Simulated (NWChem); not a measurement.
hydrogen selenide (H₂Se); SMILES [SeH2]

Results from NWChem. Coordinates come from a PBE-D3(BJ)/def2-SVP optimisation. Level PBE/def2-SVP: energy and gradient; each run changes one setting, and changes count from the defaults (medium grid, exact Coulomb integrals, symmetry on).

Q: Which setting moves the energy most, and by about how much (Becke weights; coarse grid; defaults; extra-fine grid)?

A: coarse grid, by about 80 μHa.
```json
[
 {"setting": "defaults", "size of the energy change (μHa)": "< 10", "largest change of a gradient component (μHa/bohr)": "< 30"},
 {"setting": "Becke weights", "size of the energy change (μHa)": "< 10", "largest change of a gradient component (μHa/bohr)": "300"},
 {"setting": "extra-fine grid", "size of the energy change (μHa)": "< 10", "largest change of a gradient component (μHa/bohr)": "300"},
 {"setting": "coarse grid", "size of the energy change (μHa)": "80", "largest change of a gradient component (μHa/bohr)": "1000"}
]
```
